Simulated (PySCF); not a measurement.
Compound: C5H6N3 (doublet state).
Z-matrix (Å and degrees, GFN2-xTB geometry), rows numbered from 1:
```
C 
N   1  1.4303
C   2  1.3678  1  128.14
C   3  1.3724  2  106.47  1  -179.03
N   4  1.3423  3  111.40  2    -0.11
C   5  1.3489  4  105.42  3     0.84
C   6  1.3527  2  123.49  1    -7.63
N   7  1.2200  6  157.19  2    92.22
H   1  1.0886  2  109.33  3     4.10
H   1  1.0946  2  110.81  3  -116.01
H   1  1.0932  2  110.32  3   124.09
H   3  1.0707  2  121.87  1     1.12
H   4  1.0722  3  128.19  2   179.93
H   8  1.0181  7  120.89  6   178.77
```

The hyperfine couplings belong to this conformer and change with its torsions.

The species is `c1cnc(/[C]=N/[H])n1C` [radical].

Computed, not measured: UKS B3LYP, pcH-1 on C H N, non-relativistic, mean-field spin-orbit, GIAO (PySCF 2.14.0). Isolated species at its GFN2-xTB geometry (one conformer only). Couplings are sensitive to structure, and on GFN2-xTB geometries they can be far from those on DFT ones. The frame is twisted about the C6–C7 bond at this geometry (dihedral N2–C6–C7–N8 = 92°); couplings at other torsion angles weren't computed. The SCF solution wasn't tested for stability.

Principal values of hyperfine tensors in MHz (contact and dipolar terms together), for some of the nuclei:

| atom | isotope | A1 | A2 | A3 |
| --- | --- | --- | --- | --- |
| H14 | 1H | 142.84 | 146.60 | 167.90 |
| C7 | 13C | 12.80 | 17.38 | 151.87 |
| N8 | 14N | 8.65 | 11.11 | 37.39 |
| C6 | 13C | -37.71 | -9.85 | -2.63 |
| C4 | 13C | -22.21 | -12.77 | -11.39 |
| C3 | 13C | -4.06 | -3.14 | 48.29 |
| H11 | 1H | 8.40 | 10.05 | 13.75 |
| N5 | 14N | -1.29 | -0.84 | 31.10 |

(1) Give the isotropic coupling of each nucleus in MHz and in mT (g = 2.0019), and the anisotropic part.

(2) What spin density at the nucleus of H14 lies behind its contact coupling (g_N = 5.58569)?

(3) H12 (1H, g_N = 5.58569) isn't in the table. Its spin density at the nucleus is -0.003365 bohr⁻³. What is its contact coupling?

(4) Which nucleus of the table has the largest anisotropic coupling, and what is its form?

(5) What first-order splitting does H14 cause when the field lies along A1, A2 or A3 of its tensor (g taken as isotropic, no quadrupole term)?

Results:

(1) a_iso = (A1 + A2 + A3)/3, Ti = Ai − a_iso; 1 mT corresponds to 28.018 MHz.

```tsv
atom	a_iso (MHz)	a_iso (mT)	T1	T2	T3
H14	152.44	5.441	-9.61	-5.85	15.45
C7	60.69	2.166	-47.88	-43.30	91.19
N8	19.05	0.680	-10.40	-7.94	18.34
C6	-16.73	-0.597	-20.98	6.88	14.10
C4	-15.46	-0.552	-6.76	2.69	4.07
C3	13.70	0.489	-17.76	-16.84	34.59
H11	10.73	0.383	-2.34	-0.68	3.02
N5	9.65	0.345	-10.95	-10.50	21.44
```

(2) a_FC = 800.24 MHz bohr³ × g_N × ρ(0)/(2S). With a_FC = 152.44 MHz and 2S = 1, ρ(0) = 0.0341 bohr⁻³. In magnitude that is 10.7 % of the 1/π = 0.318 of a free hydrogen atom.

(3) By the same relation, a_FC = -15.04 MHz. Its full tensor has the principal values -24.10, -15.65, -5.37 MHz.

(4) C7: -47.9, -43.3, 91.2 MHz, nearly axial, close to the ratio −1:−1:+2, the form that spin in one p orbital centred on that nucleus gives.

(5) 2 lines (I = 1/2), spaced by |A_i|/(g × 13.996): 5.10, 5.23, 5.99 mT along the axes of A1, A2 and A3.

Time: 58 s wall (with the writing of density and orbital grids); peak memory 0.96 GiB. Hardware: one thread of an Arm Neoverse V1, shared host with 32 logical CPUs at a one-minute load of 12.
